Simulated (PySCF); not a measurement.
Al(H)(Br)(vinyl) (C₂H₄AlBr), SMILES [CH]([AlH][Br])=C.

Coordinates come from a TPSSh-D3(BJ)/def2-SVP optimisation. The structure was generated by enumeration; whether it is a known compound was not checked. One conformer was computed; it need not be the lowest.

Two levels are set side by side: PBE/def2-TZVP (PySCF) and r2SCAN/def2-TZVP (PySCF). Same geometry, gas phase. Differences are taken from unrounded values.

```
quantity                     r2SCAN    PBE  PBE minus r2SCAN
---------------------------  ------  -----  ----------------
orbital gap (eV)               4.80   4.28             -0.52
highest occupied level (eV)   -7.15  -6.84              0.31
lowest empty level (eV)       -2.35  -2.56             -0.21
dipole moment (D)              2.04   1.96             -0.08
mean polarisability (bohr³)    70.8   73.0               2.2
```

Rough cost on one machine, each run with all the roots and properties that it gave: r2SCAN against PBE about 3 times.
